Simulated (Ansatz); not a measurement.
`[AlH2][NH][SiH2]Cl` + `[CH3][SnH]([CH3])[CH3]` → `[CH3][SnH]([CH3])[AlH2]` + `CN[SiH2]Cl`  (redistribution)

Program: Ansatz. Geometries: PBE0-D4/def2-TZVP. ΔE: electronic, gas phase. CCSD(T)/CBS adds triple-zeta CCSD(T) − MP2 to the extrapolated MP2 energy (def2 sets, frozen cores). Elements past krypton have def2 core potentials. For Sn outer-core shells are correlated without core-valence functions, which leaves a few kJ/mol of doubt a bond. Each species was taken in one conformer, which may not be the lowest.

`[AlH2][NH][SiH2]Cl`:

Z-matrix (Å, degrees):
```
Si
N 1 1.708
Cl 1 2.066 2 112.4
H 1 1.481 2 111.9 3 118.1
H 1 1.479 2 108.2 3 -118.0
Al 2 1.790 1 128.6 3 103.5
H 2 1.013 1 114.8 3 -72.5
H 6 1.579 2 117.4 1 2.6
H 6 1.581 2 117.3 1 -178.1
```

`[CH3][SnH]([CH3])[CH3]`:

Z-matrix (Å, degrees):
```
C
Sn 1 2.145
H 1 1.091 2 110.4
H 1 1.091 2 110.4 3 120.2
H 1 1.091 2 110.0 3 -119.9
C 2 2.145 1 109.6 3 -180.0
C 2 2.145 1 109.6 3 59.7
H 2 1.719 1 109.3 3 -60.1
H 6 1.091 2 110.4 1 59.6
H 6 1.091 2 110.4 1 179.8
H 6 1.091 2 110.0 1 -60.3
H 7 1.091 2 110.0 1 60.2
H 7 1.091 2 110.4 1 -59.7
H 7 1.091 2 110.4 1 -179.9
```

`[CH3][SnH]([CH3])[AlH2]`:

Z-matrix (Å, degrees):
```
C
Sn 1 2.154
H 1 1.090 2 110.5
H 1 1.091 2 110.1 3 120.2
H 1 1.091 2 109.6 3 -120.0
C 2 2.155 1 107.2 3 177.2
Al 2 2.665 1 113.8 3 -56.7
H 2 1.725 1 106.5 3 63.6
H 6 1.090 2 110.5 1 -177.6
H 6 1.091 2 109.4 1 -57.6
H 6 1.090 2 110.2 1 62.1
H 7 1.592 2 120.9 1 -160.5
H 7 1.592 2 121.4 1 19.9
```

`CN[SiH2]Cl`:

Z-matrix (Å, degrees):
```
C
N 1 1.450
H 1 1.096 2 113.1
H 1 1.093 2 110.8 3 -122.0
H 1 1.093 2 109.4 3 119.9
Si 2 1.697 1 123.8 3 -88.7
H 2 1.008 1 113.6 3 65.8
Cl 6 2.075 2 114.8 1 68.9
H 6 1.479 2 108.8 1 -48.4
H 6 1.479 2 108.1 1 -172.4
```

| level | ΔE (eV) |
| --- | --- |
| SCS-MP2/def2-TZVPP | 1.49 |
| HF/CBS(def2) | 1.37 |

(1) What does CCSD(T)/CBS give? (Best estimate.)

Largest T1 diagnostic among the species: 0.011.

Answers

(1) The calculation gave: +1.44 eV. The listed levels differ from it by 0.05, -0.07 eV.

From PBE to PBE0 (25 % exact exchange), in def2-TZVPP and without D4, ΔE moves by +0.03 eV. In def2-TZVPP, CCSD(T) changes the Hartree–Fock value by +0.09 eV (the triples alone add +0.01 eV) and MP2 by +0.18 eV.
